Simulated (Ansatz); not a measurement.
Cartesian coordinates (Å):
```xyz
11

C      1.6653    -1.6831     0.9949
C      0.6480    -0.9360     0.6897
C     -0.3724    -0.1778     0.3744
C     -0.3573     0.8095    -0.6963
C     -1.3983     1.5795    -1.0146
H      2.4017    -1.3662     1.7261
H      1.8150    -2.6529     0.5316
H     -1.2938    -0.2845     0.9420
H      0.5714     0.8999    -1.2494
H     -1.3413     2.3003    -1.8185
H     -2.3383     1.5112    -0.4799
```
Charge 0, multiplicity 1.

Level of theory: frozen-core CCSD(T)/def2-TZVPP // B3LYP-D3(BJ)/def2-TZVP (Ansatz, a quantum-chemistry and plane-wave program). The restricted HF reference is unstable towards unrestricted orbitals.

* **HF energy**: -192.82346 Ha
* **MP2 correlation energy**: -0.78964 Ha

### Question
Estimate the CCSD correlation energy, the (T) correction, the total energy and the T1 diagnostic.

### Answer

| Quantity | Value |
|---|---|
| CCSD correlation energy | -0.82760 Ha |
| (T) correction | -0.04108 Ha |
| CCSD(T) total energy | -193.69215 Ha |
| T1 diagnostic | 0.012 |
